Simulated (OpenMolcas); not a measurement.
Ni3+: moving or changing the point charges

Ni3+ among 2 point charges of -2 e arranged as a linear pair (D∞h), 1.73 Å from the ion.
```
   0.0000    0.0000    1.7300  -2.00
   0.0000    0.0000   -1.7300  -2.00
```

```
Program             : OpenMolcas 26.06
Method              : CASSCF
Basis               : ANO-RCC-VDZP [5s4p2d1f]
Scalar Hamiltonian  : DKH2, point nucleus
Active space        : 7 electrons in 5 orbitals (3d)
State averaging     : 2S+1 = 4 even, 10 roots; 2S+1 = 2 even, 40 roots
Spin-orbit coupling : state interaction with AMFI integrals over the reference wave functions
```

Runs around this geometry, states (labels by Λ). Energies in cm-1 above the lowest state or level, χT in cm3 K/mol.

```json
{"R (Å)": "1.73", "q (e)": "-1.6", "Ground state": "4Φ", "First state of that spin": "4Σ 1778", "First gap with spin-orbit (degeneracies)": "710.4 (2, 2)", "χT at 300 K": "4.950", "First state of another spin": "2Δ 21482"}
{"R (Å)": "1.6", "q (e)": "-2", "Ground state": "4Σ", "First state of that spin": "4Φ 264.3", "First gap with spin-orbit (degeneracies)": "689.7 (2, 2)", "χT at 300 K": "4.788", "First state of another spin": "2Π 19857"}
{"R (Å)": "1.73", "q (e)": "-2", "Ground state": "4Φ", "First state of that spin": "4Σ 1020", "First gap with spin-orbit (degeneracies)": "716.8 (2, 2)", "χT at 300 K": "4.938", "First state of another spin": "2Δ 21097"}
{"R (Å)": "1.91", "q (e)": "-2", "Ground state": "4Φ", "First state of that spin": "4Σ 1852", "First gap with spin-orbit (degeneracies)": "698.4 (2, 2)", "χT at 300 K": "4.966", "First state of another spin": "2Δ 21755"}
```

Scaling the charges by -1.6 / -2 = 0.80 scales the first state of the same spin by 1778 / 1020 = 1.74; with fixed orbitals a first-order splitting would follow the charge.

The ground state changes within this set.

Without dynamic correlation the repulsion within the d shell is too large (B by tens of per cent), so at a given field states of lower spin stand too high. Point charges give a weaker field than real ligands, and real ions of this kind are often low spin; the high spin found here belongs to the model. The ground term spreads over less than 5000 cm-1, several times less than with real ligands, so orbital moments are less quenched and χT lies further from the spin-only value than at real sites (holds for R = 1.73, q = -1.6; R = 1.91, q = -2). This is an electrostatic model: the charges have no orbitals. No measured value stands beside these numbers.
